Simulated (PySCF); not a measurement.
C2H6BFO2. Atoms are numbered in the order given.

```xyz
12

B     -0.3069     0.0306     0.3249
F     -0.6823    -0.2855     1.5724
O      0.8787    -0.3993    -0.1783
C      1.7835    -1.1922     0.5657
H      1.3853    -1.4393     1.5618
H      1.9828    -2.1258     0.0166
H      2.7337    -0.6477     0.6845
O     -1.1478     0.7895    -0.4137
C     -0.8030     1.1505    -1.7363
H     -0.6689     0.2601    -2.3725
H     -1.6197     1.7631    -2.1446
H      0.1318     1.7345    -1.7617
```

Geometry optimised at ωB97X-D3(BJ)/def2-SVP. The values are those of a single conformer.

Computed with PBE/def2-TZVP (PySCF).

Gas-phase values at a fixed geometry.

**Question.** Estimate the frontier levels, gap, dipole moment and polarisability. (The exact figures need the calculation; the answer reports its results.)

**Answer.** 
The highest occupied level comes out as -6.92 eV and the lowest empty level is 0.10 eV. The orbital gap is 7.02 eV. The dipole moment comes out as 2.02 D and the quadrupole, principal values (traceless, Buckingham form, about the centre of nuclear charge) is -6.22, 0.11, 6.11 D·Å. The mean static polarisability comes out as 47.7 bohr³ (7.07 Å³) and the polarisability, principal values comes out as 39.0, 46.1, 58.1 bohr³.
